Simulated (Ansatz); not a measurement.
`CO[SiH2]C` → `CO[SiH3]` + `[CH2]` (triplet) at 500 K and 1 bar (formal loss of a carbene).

Gas-phase electronic energies from Ansatz, PBE0-D4/def2-TZVP geometries. CCSD(T)/CBS is the MP2 limit (def2-TZVPP, def2-QZVPP) plus CCSD(T) − MP2 in def2-TZVPP, frozen cores. This one scheme is used for every species. Triplets are unrestricted, without spin–orbit coupling. Each species was taken in one conformer, which may not be the lowest.

```csv
species,CCSD(T)/CBS energy (Eh),H − E (kJ/mol),S (J/(mol·K))
`CO[SiH2]C`,-445.20896,297.6,399.4
`CO[SiH3]`,-405.93001,211.0,345.4
`[CH2]` (triplet),-39.09499,62.7,213.9
```

H − E and S are ideal-gas, rigid-rotor, harmonic terms from PBE0-D4/def2-TZVP, for one conformer and one mirror image of each species, with the whole ground term of open shells counted as degenerate. 1 Eh = 2625.50 kJ/mol, R = 8.31446 J/(mol·K).

Problem. By hand: ΔE, ΔH, ΔS and ΔG.

Solution. ΔE = (-405.93001) + (-39.09499) − (-445.20896) = 0.18396 Eh = 483.0 kJ/mol. Δ(H − E) = 211.0 + 62.7 − 297.6 = -23.9, so ΔH = 459.1 kJ/mol. ΔS = 345.4 + 213.9 − 399.4 = 159.9 J/(mol·K). ΔG = 459.1 − 500 × (159.9)/1000 = 379.2 kJ/mol.

Problem. By hand: the equilibrium constant, and the temperature at which ΔG would vanish if ΔH and ΔS stayed fixed.

Solution. log₁₀ K = −ΔG/(RT ln 10) = -39.6. ΔG = 0 at ΔH/ΔS = 2871 K, far beyond where these terms or the molecules hold.

The number of gas molecules changes by +1, which sets the sign of ΔS. A doubt of 5 kJ/mol in ΔE shifts log₁₀ K by 0.5 here. Other conformers and mirror images would add mixing entropy, several J/(mol·K) or more a flexible species. A triplet takes part, so the spin changes. These are equilibria of isolated gas molecules and say nothing of rates. Largest T1 diagnostic: 0.011 (customary marks: 0.02 for closed shells, 0.045 for open ones).
